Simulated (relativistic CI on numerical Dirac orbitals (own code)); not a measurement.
**Slater and spin-orbit integrals, Er7+**

Method of calculation: Dirac-Coulomb-Breit CI, separate exchange-only KLI orbitals for each configuration, model QED, unscaled Slater integrals (own radial code, finite nucleus).

Slater integrals F^k, G^k are unscaled and averaged over j, outside the closed core [Kr] 4d10; ζ comes from projecting the Hamiltonian with its Breit term on Σ l·s of the shell.

- 4f10 5s2 5p3: F^2(4f,4f) = 139870, F^4(4f,4f) = 88249, F^6(4f,4f) = 63628, ζ(4f) = 2494.8, F^2(5p,5p) = 82591, F^2(4f,5p) = 62917, G^2(4f,5p) = 29172, G^4(4f,5p) = 23575, ζ(5p) = 38981 cm⁻¹; <r>(4f) = 0.6972, <r^2>(4f) = 0.6, <r>(5p) = 1.3, <r^2>(5p) = 1.892 (bohr units).
- 4f12 5s 5p2: F^2(4f,4f) = 131850, F^4(4f,4f) = 82818, F^6(4f,4f) = 59602, ζ(4f) = 2245, G^3(4f,5s) = 35661, F^2(5p,5p) = 81198, F^2(4f,5p) = 62754, G^2(4f,5p) = 31067, G^4(4f,5p) = 24667, G^1(5s,5p) = 106280, ζ(5p) = 36142 cm⁻¹; <r>(4f) = 0.7322, <r^2>(4f) = 0.6689, <r>(5s) = 1.179, <r^2>(5s) = 1.552, <r>(5p) = 1.323, <r^2>(5p) = 1.96 (bohr units).
- 4f11 5s2 5p 6s: F^2(4f,4f) = 137100, F^4(4f,4f) = 86383, F^6(4f,4f) = 62247, ζ(4f) = 2345.3, F^2(4f,5p) = 63548, G^2(4f,5p) = 30151, G^4(4f,5p) = 24265, ζ(5p) = 38988, G^3(4f,6s) = 5719, G^1(5p,6s) = 10255 cm⁻¹; <r>(4f) = 0.7089, <r^2>(4f) = 0.6214, <r>(5p) = 1.301, <r^2>(5p) = 1.897, <r>(6s) = 2.341, <r^2>(6s) = 6.07 (bohr units).

Averages of the first 3 configurations, taken without configuration mixing, which lowers the lowest level and can move excited configurations by several eV; other configurations of the list can lie among them:

```csv
Configuration,Parity,States,Average energy above the lowest level (eV)
4f10 5s2 5p3,odd,20020,17.7
4f12 5s 5p2,even,2730,76.1
4f11 5s2 5p 6s,even,4368,83.9
```
